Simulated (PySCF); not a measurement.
Atoms are numbered as in `[CH2:1]1[CH2:2][CH:3]([C@@H:4]2[CH2:5][CH2:6][CH2:7][SiH2:8][CH2:9]2)[CH2:10]1` (H(Xn): hydrogen on atom n). Ha(C5), Ha(C6), Ha(C7), Ha(Si8), Ha(C9) are cis to C3 on the ring; Ha(C1), Ha(C2), Ha(C10) are cis to C4 on the ring; Hb(C5), Hb(C6), Hb(C7), Hb(Si8), Hb(C9) are trans to C3 on the ring; Hb(C1), Hb(C2), Hb(C10) are trans to C4 on the ring.

PySCF 2.14 calculation with shielding tensors at B3LYP/pcSseg-1 (GIAO) and PBE0-D3(BJ)/def2-SVP geometry; relativity neglected, isolated molecule, one computed conformer.

Question: Predict the 2D correlation tables (HSQC, COSY, HMBC).

Answer: 

HSQC (one-bond C–H):
```
            δH          δC
 2.02 (Ha(C6))   28.8 (C6)
1.98 (Hb(C10))  30.4 (C10)
 1.94 (Hb(C2))   30.7 (C2)
 1.72 (Hb(C1))   19.4 (C1)
  1.65 (H(C3))   48.2 (C3)
 1.62 (Ha(C1))   19.4 (C1)
 1.56 (Hb(C5))   35.3 (C5)
 1.44 (Ha(C2))   30.7 (C2)
1.43 (Ha(C10))  30.4 (C10)
 1.29 (Hb(C6))   28.8 (C6)
 0.86 (Hb(C9))   13.4 (C9)
  0.81 (H(C4))   49.7 (C4)
 0.78 (Hb(C7))   10.7 (C7)
 0.52 (Ha(C5))   35.3 (C5)
 0.50 (Ha(C7))   10.7 (C7)
-0.07 (Ha(C9))   13.4 (C9)
```

COSY cross peaks (H two or three bonds apart, from the bond graph; peaks can be absent where the dihedral angle is near 90°):
```
            δH              δH
4.04 (Ha(Si8))  3.92 (Hb(Si8))
4.04 (Ha(Si8))   0.86 (Hb(C9))
4.04 (Ha(Si8))   0.78 (Hb(C7))
4.04 (Ha(Si8))   0.50 (Ha(C7))
4.04 (Ha(Si8))  -0.07 (Ha(C9))
3.92 (Hb(Si8))   0.86 (Hb(C9))
3.92 (Hb(Si8))   0.78 (Hb(C7))
3.92 (Hb(Si8))   0.50 (Ha(C7))
3.92 (Hb(Si8))  -0.07 (Ha(C9))
 2.02 (Ha(C6))   1.56 (Hb(C5))
 2.02 (Ha(C6))   1.29 (Hb(C6))
 2.02 (Ha(C6))   0.78 (Hb(C7))
 2.02 (Ha(C6))   0.52 (Ha(C5))
 2.02 (Ha(C6))   0.50 (Ha(C7))
1.98 (Hb(C10))   1.72 (Hb(C1))
1.98 (Hb(C10))    1.65 (H(C3))
1.98 (Hb(C10))   1.62 (Ha(C1))
1.98 (Hb(C10))  1.43 (Ha(C10))
 1.94 (Hb(C2))   1.72 (Hb(C1))
 1.94 (Hb(C2))    1.65 (H(C3))
 1.94 (Hb(C2))   1.62 (Ha(C1))
 1.94 (Hb(C2))   1.44 (Ha(C2))
 1.72 (Hb(C1))   1.62 (Ha(C1))
 1.72 (Hb(C1))   1.44 (Ha(C2))
 1.72 (Hb(C1))  1.43 (Ha(C10))
  1.65 (H(C3))   1.44 (Ha(C2))
  1.65 (H(C3))  1.43 (Ha(C10))
  1.65 (H(C3))    0.81 (H(C4))
 1.62 (Ha(C1))   1.44 (Ha(C2))
 1.62 (Ha(C1))  1.43 (Ha(C10))
 1.56 (Hb(C5))   1.29 (Hb(C6))
 1.56 (Hb(C5))    0.81 (H(C4))
 1.56 (Hb(C5))   0.52 (Ha(C5))
 1.29 (Hb(C6))   0.78 (Hb(C7))
 1.29 (Hb(C6))   0.52 (Ha(C5))
 1.29 (Hb(C6))   0.50 (Ha(C7))
 0.86 (Hb(C9))    0.81 (H(C4))
 0.86 (Hb(C9))  -0.07 (Ha(C9))
  0.81 (H(C4))   0.52 (Ha(C5))
  0.81 (H(C4))  -0.07 (Ha(C9))
 0.78 (Hb(C7))   0.50 (Ha(C7))
```

HMBC (two and three bonds, from the bond graph):
```
            δH                                                                 δC
4.04 (Ha(Si8))                         49.7 (C4), 28.8 (C6), 13.4 (C9), 10.7 (C7)
3.92 (Hb(Si8))                         49.7 (C4), 28.8 (C6), 13.4 (C9), 10.7 (C7)
 2.02 (Ha(C6))                                    49.7 (C4), 35.3 (C5), 10.7 (C7)
1.98 (Hb(C10))                         49.7 (C4), 48.2 (C3), 30.7 (C2), 19.4 (C1)
 1.94 (Hb(C2))                        49.7 (C4), 48.2 (C3), 30.4 (C10), 19.4 (C1)
 1.72 (Hb(C1))                                   48.2 (C3), 30.7 (C2), 30.4 (C10)
  1.65 (H(C3))  49.7 (C4), 35.3 (C5), 30.7 (C2), 30.4 (C10), 19.4 (C1), 13.4 (C9)
 1.62 (Ha(C1))                                   48.2 (C3), 30.7 (C2), 30.4 (C10)
 1.56 (Hb(C5))              49.7 (C4), 48.2 (C3), 28.8 (C6), 13.4 (C9), 10.7 (C7)
 1.44 (Ha(C2))                        49.7 (C4), 48.2 (C3), 30.4 (C10), 19.4 (C1)
1.43 (Ha(C10))                         49.7 (C4), 48.2 (C3), 30.7 (C2), 19.4 (C1)
 1.29 (Hb(C6))                                    49.7 (C4), 35.3 (C5), 10.7 (C7)
 0.86 (Hb(C9))                         49.7 (C4), 48.2 (C3), 35.3 (C5), 10.7 (C7)
  0.81 (H(C4))  48.2 (C3), 35.3 (C5), 30.7 (C2), 30.4 (C10), 28.8 (C6), 13.4 (C9)
 0.78 (Hb(C7))                                    35.3 (C5), 28.8 (C6), 13.4 (C9)
 0.52 (Ha(C5))              49.7 (C4), 48.2 (C3), 28.8 (C6), 13.4 (C9), 10.7 (C7)
 0.50 (Ha(C7))                                    35.3 (C5), 28.8 (C6), 13.4 (C9)
-0.07 (Ha(C9))                         49.7 (C4), 48.2 (C3), 35.3 (C5), 10.7 (C7)
```

Chemical shifts δ = σref − σ; 1H, 13C vs TMS, all at this level.

Short H···H contacts in this conformer between protons four or more bonds apart (candidates for NOE cross peaks, intensity ∝ r⁻⁶): Ha(C2)···H(C4) 2.51 Å, H(C4)···Ha(C10) 2.52 Å, H(C4)···Hb(C6) 2.53 Å, H(C3)···Ha(C9) 2.56 Å, H(C3)···Ha(C5) 2.59 Å, Ha(C5)···Ha(C9) 2.60 Å.

Shifts are as computed. Against solution values, carbons near 30 ppm lie about +2 ppm off and those near 130 ppm about +6 ppm. Of 1211 compounds with measured shifts, 218 miss one by over three times the rms of a fit or turn the order of signals round; such compounds aren't used in these exercises.
